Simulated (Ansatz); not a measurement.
`C=C[SiH2][AlH2]` + H₂Se → `[AlH2][SeH]` + `C=C[SiH3]`  (cleavage of the Al–Si bond)

Program: Ansatz. Geometries: PBE0-D4/def2-TZVP. ΔE: electronic, gas phase. CBS: MP2 limit from def2 TZ/QZ plus the TZ coupled-cluster correction, frozen cores. For Se outer-core shells are correlated without core-valence functions, which leaves a few kJ/mol of doubt a bond. Scalar relativity is left out up to krypton. One conformer a species, not always the lowest.

```tsv
species	CCSD(T)/CBS(def2) energy (Eh)
`C=C[SiH2][AlH2]`	-611.35956
H₂Se	-2401.89790
`[AlH2][SeH]`	-2644.54675
`C=C[SiH3]`	-368.76077
```

Problem. Work out ΔE.

Solution. ΔE = (-2644.54675) + (-368.76077) − (-611.35956) − (-2401.89790) = -0.05006 Eh = -131.4 kJ/mol.

Problem. What do rigid-rotor, harmonic-oscillator terms from PBE0-D4/def2-TZVP frequencies (298.15 K, 1 bar) make of the CCSD(T)/CBS value? (Estimate.)

Solution. Computed: ΔZPE = +6.5 kJ/mol, ΔH = -128.5 kJ/mol, ΔS = -9 J/(mol·K), ΔG = -125.7 kJ/mol. Modes under 50 cm⁻¹ make the entropy rough.

Largest T1 diagnostic among the species: 0.012.

From PBE to PBE0 (25 % exact exchange), in def2-TZVPP and without D4, ΔE moves by −5.4 kJ/mol. Leaving LDA and LC-ωPBE aside and taking each functional with its dispersion term where it has one, the values, not all of them listed here, spread over 18.6 kJ/mol, from ωB97M-V to revPBE-D4.
